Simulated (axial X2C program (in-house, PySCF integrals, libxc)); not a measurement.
Potential curves of TcSi, with spin–orbit coupling

All values were computed with an in-house relativistic program for diatomic molecules. Two-component (2c) means X2C with spin–orbit coupling and atomic mean-field two-electron Coulomb and Gaunt terms. Basis: Tc dyall-cv3z [12s12p8d5f3g], Si dyall-v3z [8s7p2d1f] (cores contracted in-house); Gaussian nuclei, density fitting, unrestricted open shells. Masses: Tc 98.907 u, Si 27.977 u.

State: Ω = 3/2 (⟨Sz⟩ = 1.50, ⟨Lz⟩ = 0.00 at PBE0). Energies in eV from the fragments at the same level (Tc + Si). Fits are polynomials in 1 − R0/R over 0.85 to 1.23 times the lowest point R0.

```tsv
R (Å)	PBE0	BLYP
1.9036	-2.7427	-3.1943
1.9911	-3.2583	-3.7687
2.0567	-3.4705	-4.0091
2.1224	-3.5763	-4.1284
2.1880	-3.6038	-4.1558
2.2646	-3.5644	-4.1023
2.3412	-3.4709	-3.9847
2.4396	-3.2978	-3.7740
2.5600	-3.0388	-3.4686
```

One determinant describes the state; a PBE0 search over occupations chose it and may have missed a lower one. Dissociation energies refer to the lowest single-determinant-based atoms at the same level and basis. Density functionals use the spin component along the axis (collinear). The 2c atoms are single determinants rather than J levels; their spin–orbit lowering is only partly caught, and De is too large by that part. This holds for PBE0, BLYP. The functionals have no current-density term, which raises determinants with orbital currents, atoms included. With several unpaired electrons one determinant need not be a pure state. This is the top spin component of a Σ state; components of lower Ω are not single determinants and can lie lower. The determinant is spin-polarised beyond a pure state at some levels (its spin-free form has ⟨S²⟩ too high), which makes Re and μ there less reliable.

**Question.** Fit the PBE0 curve near its minimum: give the equilibrium distance, the harmonic wavenumber and the well depth.

**Answer.** At PBE0, 2c: Re = 2.183 Å, ωe ≈ 410 cm⁻¹, De = 3.60 eV to Tc + Si; Be follows as 0.162 cm⁻¹.

**Question.** Fit the BLYP curve near its minimum: give the equilibrium distance, the harmonic wavenumber and the well depth.

**Answer.** At BLYP, 2c: Re = 2.178 Å, ωe ≈ 454 cm⁻¹, De = 4.16 eV to Tc + Si; Be follows as 0.163 cm⁻¹.
